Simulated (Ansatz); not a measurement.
One geometry of `[CH3][Sn][Br]`, several functionals.

```yaml
crystal:
  periodic: [false, false, false]
  atoms:
    - {symbol: C, position_ang: [-0.419509, 0.471768, -0.315946]}
    - {symbol: Sn, position_ang: [0.255224, -0.261718, 1.621147]}
    - {symbol: Br, position_ang: [1.776560, -2.031169, 0.627021]}
    - {symbol: H, position_ang: [-0.870251, -0.350999, -0.877527]}
    - {symbol: H, position_ang: [0.443760, 0.825443, -0.886631]}
    - {symbol: H, position_ang: [-1.143583, 1.282677, -0.214263]}
basis:
  gaussian: {orbitals: def2-TZVPP}
hamiltonian: {xc: {name: CAM-B3LYP}, dispersion: d4}
output: {orbitals: {seedname: orbitals}}
```

```sh
$ ansatz run in.yaml --threads 2 --pin off --events-out ev --progress --plain
```

Output, abridged:

```
Functional definition: CAM-B3LYP
1202 factors; their error is unknown
247 factors; integrals over basis functions are off by at most 5.4e-5 eV
mean field evaluation 1: about -76961.5330 eV, gradient 5.0e1 eV
mean field evaluation 2: about -76959.8015 eV, gradient 5.4e1 eV
mean field evaluation 4: about -76967.5556 eV, gradient 1.6e0 eV
mean field evaluation 8: about -76967.5600 eV, gradient 3.7e-2 eV
mean field evaluation 16: about -76967.9413 eV, gradient 1.5e-4 eV
mean field -76967.94133131 eV, -2828.5196731813 hartree, gradient 3.3e-5 eV, S^2 0.000000; 0 other end points of the search recorded, 0 dependent functions left out
reference -76967.94144843 eV, -2828.5196774853 hartree; 33, 33 occupied and 138, 138 virtual orbitals, 1202 factors
Total energy: -76968.06599909 eV, -2828.5242546378 hartree
```

Hardware: 2 threads of a server CPU on a shared host. Wall time 2.1 s, peak host memory 0.47 GiB.

Changing it to `hamiltonian: {xc: {name: wB97X-V}}` (abridged; 4.5 s):

```
Functional definition: wB97X-V
mean field evaluation 16: about -76958.3145 eV, gradient 2.0e-4 eV
mean field -76958.31454487 eV, -2828.1658953047 hartree, gradient 2.1e-5 eV, S^2 0.000000
Total energy: -76958.31454305 eV, -2828.1658952381 hartree
```

With the line `hamiltonian: {xc: {name: B2PLYP}}` (abridged; 3.2 s):

```
Functional definition: B2PLYP
mean field evaluation 16: about -76941.8597 eV, gradient 9.1e-5 eV
mean field -76941.85973580 eV, -2827.5611922250 hartree, gradient 8.6e-6 eV, S^2 0.000000
14 core orbitals not correlated: weight in the atoms' cores, before any rotation towards them, 1.000 or more for the frozen orbitals, at most 0.000 for the correlated occupied ones
second order -24.71933909 eV of doubles, -0.00000000 eV of singles
Total energy: -76948.53410901 eV, -2827.8064709163 hartree
```

With the line `hamiltonian: {xc: {name: r2SCAN0}, dispersion: d4}` (abridged; 2.7 s):

```
Functional definition: r2SCAN0
mean field evaluation 16: about -76965.8263 eV, gradient 5.5e-5 eV
mean field -76965.82633013 eV, -2828.4419483214 hartree, gradient 5.5e-5 eV, S^2 0.000000
Total energy: -76965.86351674 eV, -2828.4433149043 hartree
```

Changing it to `hamiltonian: {xc: {name: PBE-QIDH}}` (abridged; 3.4 s):

```
Functional definition: PBE-QIDH
mean field evaluation 16: about -76934.6622 eV, gradient 1.2e-4 eV
mean field -76934.66217836 eV, -2827.2966868676 hartree, gradient 5.3e-6 eV, S^2 0.000000
14 core orbitals not correlated: weight in the atoms' cores, before any rotation towards them, 1.000 or more for the frozen orbitals, at most 0.000 for the correlated occupied ones
second order -23.07363886 eV of doubles, -0.00000000 eV of singles
Total energy: -76942.35340274 eV, -2827.5793341504 hartree
```

The same input with `hamiltonian: {xc: pbe, dispersion: d4}` and forces (abridged; 1.4 s):

```
Functional definition: PBE
mean field evaluation 16: about -76953.5392 eV, gradient 4.8e-3 eV
mean field -76953.53924061 eV, -2827.9904061101 hartree, gradient 5.3e-5 eV, S^2 0.000000
Total energy: -76953.67947419 eV, -2827.9955595991 hartree
Atom 0 force    -0.040343     0.044804    -0.051852 eV/Å
Atom 1 force    -0.051621     0.065622     0.337596 eV/Å
Atom 2 force     0.148915    -0.172372    -0.085347 eV/Å
Atom 3 force    -0.080972    -0.154362    -0.108492 eV/Å
Atom 4 force     0.160778     0.062389    -0.110605 eV/Å
Atom 5 force    -0.136757     0.153919     0.018701 eV/Å
Dipole moment:    -0.355987     0.412339     0.142497 e Å
```
